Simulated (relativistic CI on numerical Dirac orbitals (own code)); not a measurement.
**Zeeman pattern of Pb⁺ 2203.53 Å at 0.05 T**

Problem. The line 6s2 6p 2P°_3/2 – 6s2 7s 2S_1/2 of Pb⁺ lies at 2203.53 Å (air; NIST Handbook). Calculate its Zeeman pattern at B = 0.05 T, seen across the field, in LS coupling, and compare it with the Doppler width at an assumed gas temperature of 600 K.

Working.
1. Landé factors g = 3/2 + [S(S + 1) − L(L + 1)]/[2J(J + 1)]: lower 1.3333, upper 2.0000.
2. The unit is μB B/hc = 0.46686 × 0.05 = 0.0233 cm⁻¹, or 1.1 mÅ at this wavelength. A component is shifted by g_u m_u − g_l m_l units. Seen across the field, the strengths for lower J and m are J² − m² (π) and ¼(J − m)(J − m − 1) (σ).
3. π components (Δm = 0), symmetric about zero, as shift (strength, strongest of all = 100): ±0.333 (100).
4. σ components with Δm = +1, mirrored for −1: 1.000 (75), 1.667 (25).
5. The centre of the σ group lies at ḡ = 1.167 units, 1.3 mÅ from the line centre.
6. The Doppler width is 7.16 × 10⁻⁷ λ √(T/M) = 2.7 mÅ (FWHM, M = 208), so the sum of Gaussians is one broadened peak; the two σ groups show as separate peaks only through a polariser.

Check. A relativistic CI calculation gives g = 1.3340 and 2.0025 for the two levels. The nearest fine-structure partner lies 14081 cm⁻¹ away, 603219 Zeeman units, so the weak-field formulas hold; hyperfine structure, which matters at weak fields for isotopes with nuclear spin, is neglected.
